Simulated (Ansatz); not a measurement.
Consider the substitution at a C–C bond: `CC=C=CC` + `[NH2][SbH][OH]` → `C[O][SbH][NH2]` + `C=C=CC`.

Isolated molecules relaxed with PBE0-D4/def2-TZVP in Ansatz; ΔE leaves out vibrations. CCSD(T)/CBS adds triple-zeta CCSD(T) − MP2 to the extrapolated MP2 energy (def2 sets, frozen cores). Functionals use def2-TZVPP. def2 core potentials past Kr. For Sb outer-core shells are correlated without core-valence functions, which leaves a few kJ/mol of doubt a bond. One conformer a species, not always the lowest.

Q: Is it downhill or uphill in electronic energy at CCSD(T)/CBS, and by how much? (Best estimate.)

A: Computed: Uphill: ΔE = +14.0 kcal/mol.

Q: What do these levels give: ωB97M-V, r2SCAN, HF/def2-QZVPP, SCS-MP2/def2-QZVPP, HF/CBS(def2), MP2/CBS(def2)? (Estimate.)

A: Ansatz gave: ωB97M-V 13.3, r2SCAN 13.4, HF/def2-QZVPP 12.4, SCS-MP2/def2-QZVPP 14.0, HF/CBS(def2) 12.4, MP2/CBS(def2) 15.3 kcal/mol.

Largest T1 diagnostic among the species: 0.014.

In def2-TZVPP, CCSD(T) changes the Hartree–Fock value by +1.0 kcal/mol (the triples alone add −0.0 kcal/mol) and MP2 by +2.3 kcal/mol.
